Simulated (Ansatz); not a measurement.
Basis-set extrapolation for `O[Si]1(Cl)BN1` (PBE0-D4/def2-TZVP geometry, frozen core, Ansatz 0.2.0). Multiplicity 1, RHF reference.

|  | def2-TZVPP | def2-QZVPP |
| --- | --- | --- |
| HF | -904.378298 | -904.407716 |
| MP2 correlation | -0.840521 | -0.910322 |
| CCSD(T) correlation | -0.911485 | not run |

Energies in hartree. Use E(X) = E(∞) + A·exp(−7.88·√X) for Hartree–Fock and E(X) = E(∞) + B·X^(−2.97) for correlation, with X = 3 and 4, and add CCSD(T) minus MP2 of the smaller set to the MP2 limit.

What is the CCSD(T) energy at the basis-set limit?

HF limit: -904.407716 + (-0.029418) × 0.13774 = -904.41177. MP2 limit: -0.910322 + (-0.069801) × 0.74074 = -0.96203. Higher-order term: -0.911485 − (-0.840521) = -0.07096. Total: -905.44476 hartree, 406.9 kJ/mol below CCSD(T)/def2-TZVPP.
